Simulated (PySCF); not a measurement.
Distorted geometries of WH4(PH3)

WH4(PH3) (triplet). PySCF 2.14.0, UKS PBE0, W def2-SVP with ECP60, H def2-SVP, P def2-SVP; non-relativistic Hamiltonian with scalar-relativistic core potentials where named; density fitting; no spin-orbit coupling. Relaxed geometry:

```xyz
9

W     0.0000    0.5891    0.0492
H     0.0000   -0.1919    1.5674
H     1.4016    0.1786   -0.8355
H     0.0000    2.3445    0.3053
H    -1.4016    0.1786   -0.8355
P     0.0000   -1.9390   -0.3367
H    -1.0685   -2.7315    0.1653
H     0.0000   -2.4484   -1.6640
H     1.0685   -2.7315    0.1653
```

Order these distorted geometries by energy above the relaxed one, lowest first.
A.
```xyz
9

W    -0.0221    0.5373   -0.0477
H     0.0470   -0.2446    1.5744
H     1.3411    0.1986   -0.8189
H    -0.0006    2.4380    0.3061
H    -1.3206    0.1915   -0.7591
P    -0.0404   -1.9887   -0.4368
H    -1.0213   -2.7356    0.2885
H     0.0082   -2.4377   -1.6766
H     1.0086   -2.7104    0.1507
```
B.
```xyz
9

W     0.0496    0.6357    0.1804
H    -0.1901   -0.1715    1.6093
H     1.2619    0.2215   -0.9667
H     0.2254    2.2360    0.3573
H    -1.3665    0.2723   -0.7874
P     0.1504   -2.0304   -0.4769
H    -1.1825   -2.7088    0.0312
H     0.1097   -2.4546   -1.6218
H     0.9420   -2.7517    0.2552
```
C.
```xyz
9

W     0.0196    0.6896    0.1977
H     0.0480   -0.3911    1.5674
H     1.4178    0.2395   -0.8368
H     0.1691    2.4229    0.3914
H    -1.3171   -0.0044   -0.9707
P    -0.0631   -1.7193   -0.2701
H    -1.0715   -2.8338   -0.2270
H    -0.1443   -2.6517   -1.6002
H     0.9415   -2.5031    0.3288
```

A (0.88 eV), B (1.58 eV), C (1.62 eV).

Which forces (eV/Å) act in the one that lies 1.62 eV up?


```
W   -0.83 -1.76 -2.23
H    0.03  0.56 -0.16
H   -0.88  0.34  0.81
H    0.07  0.33  0.24
H    1.05  1.16  1.14
P   -0.90 -4.00 -2.40
H    0.11  1.46  1.38
H    1.06  2.23  1.14
H    0.29 -0.33  0.08
```
Forces carry noise of the integration grid, about 0.01 to 0.03 eV/Å.

Open shells may have lower solutions than the one found.
